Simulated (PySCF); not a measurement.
C2H8BeSi, SMILES C[CH2][Be][SiH3] at its PBE0/def2-SVP optimised geometry (Å):

```
12

Be    -0.3671    -0.2491     0.0000
C      1.3186    -0.2491     0.0000
C      2.0323     0.4469     1.1670
H      1.6542     0.1969    -0.9588
H      1.6551    -1.3043    -0.0643
H      1.7697    -0.0040     2.1378
H      1.7694     1.5153     1.2319
H      3.1303     0.3943     1.0782
Si    -2.5588    -0.2660    -0.0281
H     -3.1303     0.8850    -0.8046
H     -3.1467    -0.1819     1.3509
H     -3.1127    -1.5153    -0.6503
```

Level of theory: PBE0/def2-TZVP (PySCF). Cells within 0.4 Å of a nucleus heavier than hydrogen are left out (blank, or x).

Map of the deformation density (molecule minus spherical neutral atoms) (e/bohr³) on the plane z = 1.0 Å:

```
|000000000000000000000000000|
|000000000000000000000000000|
|000000000000000000000000000|
|000000000000000000000000000|
|000000000000000000000000000|
|000000000000000000000000000|
|000000000000000000000000000|
|000000000000000000000000000|
|000000000000000000000000000|
|000000000000000001100000000|
|000000000000000016410000000|
|000000000000000004422000000|
|00000111000000000xx79100000|
|000013521110000013123000000|
|000013521110000000000000000|
|000001110000000000000000000|
|000000000000000000000000000|
|000000000000000000000000000|
|000000000000000000000000000|
|000000000000000000000000000|
|000000000000000000000000000|
|000000000000000000000000000|
|000000000000000000000000000|
|000000000000000000000000000|
|000000000000000000000000000|
|000000000000000000000000000|
|000000000000000000000000000|
```
Scale: ten equal steps from -0.010 (start of '0') to 0.102 (end of '9'), in the order '0123456789'; x runs from -5.50 to 5.50, y from -5.50 (bottom) to 5.50 (top).
